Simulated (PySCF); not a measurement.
H$_{2}$, singlet, at a GFN2-xTB geometry; SVWN5/3-21G (PySCF).

Here is a job for PySCF.
```python
from pyscf import gto, scf, dft

mol = gto.M(
    atom='''
H    -0.00000000   -0.00000000   -0.38834947
H     0.00000000    0.00000000    0.38834947
''',
    basis='3-21g',
    verbose=4,
)

mf = dft.RKS(mol)
mf.xc = 'lda,vwn'
mf.kernel()
```

### Question
What does PySCF print? Leave out banner, timings and long lists.

### Answer

```
PySCF version 2.14.0

[INPUT] verbose = 4
[INPUT] num. atoms = 2
[INPUT] num. electrons = 2
[INPUT] charge = 0
[INPUT] spin (= nelec alpha-beta = 2S) = 0
[INPUT] symmetry False subgroup None
[INPUT] Mole.unit = angstrom
[INPUT] Symbol           X                Y                Z      unit          X                Y                Z       unit  Magmom
[INPUT]  1 H      0.000000000000   0.000000000000  -0.388349470000 AA    0.000000000000   0.000000000000  -0.733874138920 Bohr   0.0
[INPUT]  2 H      0.000000000000   0.000000000000   0.388349470000 AA    0.000000000000   0.000000000000   0.733874138920 Bohr   0.0

nuclear repulsion = 0.681315737240481
number of shells = 4
number of NR pGTOs = 6
number of NR cGTOs = 4
basis = 3-21g
ecp = {}

******** <class 'pyscf.dft.rks.RKS'> ********
method = RKS
initial guess = minao
damping factor = 0
level_shift factor = 0
DIIS = <class 'pyscf.scf.diis.CDIIS'>
diis_start_cycle = 1
diis_space = 8
diis_damp = 0
SCF conv_tol = 1e-09
SCF conv_tol_grad = None
SCF max_cycles = 50
direct_scf = True
direct_scf_tol = 1e-13
XC library pyscf.dft.libxc version 7.1.2
    S. Lehtola, C. Steigemann, M. J. T. Oliveira, and M. A. L. Marques,  SoftwareX 7, 1–5 (2018)
XC functionals = lda,vwn
    P. A. M. Dirac,  Math. Proc. Cambridge Philos. Soc. 26, 376 (1930)
    F. Bloch,  Z. Phys. 57, 545 (1929)
    S. H. Vosko, L. Wilk, and M. Nusair,  Can. J. Phys. 58, 1200 (1980)
radial grids:
    Treutler-Ahlrichs [JCP 102, 346 (1995); DOI:10.1063/1.469408] (M4) radial grids

becke partition: Becke, JCP 88, 2547 (1988); DOI:10.1063/1.454033
pruning grids: <function nwchem_prune>
grids dens level: 3
symmetrized grids: False
atomic radii adjust function: <function treutler_atomic_radii_adjust>
small_rho_cutoff = 0
Set gradient conv threshold to 3.16228e-05
Initial guess from minao.
tot grids = 19616
init E= -0.925618969882697
  HOMO = -0.39884779405062  LUMO = 0.0643873120879235  gap/eV = 12.60527
cycle= 1 E= -1.12808539291952  delta_E= -0.202  |g|= 0.0347  |ddm|= 0.618
  HOMO = -0.358214887295913  LUMO = 0.0869917893015577  gap/eV = 12.11469
cycle= 2 E= -1.12852949447774  delta_E= -0.000444  |g|= 0.00754  |ddm|= 0.0412
  HOMO = -0.365509153888007  LUMO = 0.0827404253919978  gap/eV = 12.19749
cycle= 3 E= -1.12855141242169  delta_E= -2.19e-05  |g|= 1.4e-06  |ddm|= 0.00733
  HOMO = -0.365509766299385  LUMO = 0.0827396805421392  gap/eV = 12.19749
cycle= 4 E= -1.12855141242219  delta_E= -4.96e-13  |g|= 8.21e-07  |ddm|= 5.64e-07
  HOMO = -0.365510805190586  LUMO = 0.0827385262610099  gap/eV = 12.19749
Extra cycle  E= -1.12855141242244  delta_E= -2.47e-13  |g|= 1.78e-07  |ddm|= 9.72e-07
converged SCF energy = -1.12855141242244
```
